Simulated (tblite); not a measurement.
Start geometry of `C=[P@@](C)(C(F)=C(F)F)C1CC1` from a force field or distance geometry (Å):
```
atom  x, y, z in Å
C1    -0.0927   -0.7521    1.4901
P2    -0.3463   -0.2418   -0.0417
C3    -0.0518   -1.7135   -1.0767
C4    -2.0653    0.2848   -0.1323
F5    -2.4468    0.8708   -1.2817
C6    -2.9208    0.0965    0.8766
F7    -4.1917    0.5431    0.6762
F8    -2.5740   -0.4850    2.0597
C9     0.8024    1.0000   -0.5949
C10    2.2326    0.5352   -0.6725
C11    1.8208    1.6119    0.3077
H12   -0.4912   -1.7071    1.8668
H13    0.4615   -0.0961    2.1554
H14    0.8119   -2.2970   -0.7031
H15    0.1755   -1.3575   -2.1011
H16   -0.9384   -2.3860   -1.0211
H17    0.4602    1.6635   -1.4212
H18    2.5186   -0.4256   -0.1946
H19    2.7257    0.8525   -1.6164
H20    1.9011    1.3941    1.3786
H21    2.1999    2.6259    0.0456
```

Q: What comes out of this run: GFN2-xTB geometry optimisation, gas phase in tblite?

A: 
```
atom  x, y, z in Å
C1     0.5132   -0.7816    1.7457
P2    -0.1864   -0.3315    0.2706
C3    -0.3533   -1.7649   -0.8307
C4    -1.8490    0.5273    0.0485
F5    -1.7835    1.8740    0.1072
C6    -3.0309   -0.0546    0.2335
F7    -4.2149    0.5312    0.3602
F8    -3.1634   -1.3802    0.2246
C9     0.8137    0.8734   -0.6323
C10    2.2803    0.5582   -0.7348
C11    1.8265    1.6925    0.1147
H12    0.0142   -1.6406    2.1822
H13    0.6209    0.0355    2.4504
H14    0.6480   -2.1714   -0.9686
H15   -0.7765   -1.4653   -1.7882
H16   -0.9836   -2.5222   -0.3699
H17    0.3175    1.3265   -1.4839
H18    2.6280   -0.3296   -0.2250
H19    2.7859    0.7674   -1.6657
H20    1.8850    1.5701    1.1847
H21    1.9994    2.7029   -0.2238
```

The energy falls by 1.709 eV over 216 L-BFGS steps, the largest force on an atom goes from 2.85 to 0.009 eV/Å, and the atoms move by 0.749 Å rms after alignment. The bond that changes most is P2–C4 (ends: phosphorus bonded to 4 C; vinylic C–F carbon), which lengthens by 0.084 Å. Bonds longer at the end by more than 0.005 Å: 4 of 21; shorter: 14. Among the angles that change most is C1–P2–C4, from 106.7° to 126.0°. Among the dihedrals that turn most is C1–P2–C4–F5, from 174° to 88°. Rotational constants go from 1619, 600.3, 562.0 to 1665, 619.9, 525.3 MHz. The orientation of the end geometry is arbitrary; only internal coordinates are fixed.

The run took 1.7 s wall on an Arm Neoverse V2 with one thread, no GPU (shared host).

Its GFN2-xTB frequencies are all real (lowest 16 cm⁻¹). One conformer, not necessarily the lowest. 3 starts were optimised and ended at 0.00, 1.55 and 4.04 kcal/mol (GFN2-xTB); the lowest of these is shown.

The numbers are calculated, not measured.
